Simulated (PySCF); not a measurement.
Vertical excitations of a molecule C3H9FOSi from TDA-PBE/def2-SVPD (PySCF), as energy in eV (oscillator strength): 6.00 (0.009), 6.20 (0.009), 6.43 (0.023), 6.76 (0.000), 7.01 (0.013), 7.22 (0.013). Lowest triplet (TDA): 5.83 eV. Geometry optimised at TPSSh-D3(BJ)/def2-SVP. One conformer was computed; it need not be the lowest.

Q: Identify the compound among the candidates.
A. COC[Si@H](C)F
B. CCO[SiH2]CF
C. C[Si@@H](CO)CF
D. CCO[Si@@H](C)F

A: A, COC[Si@H](C)F
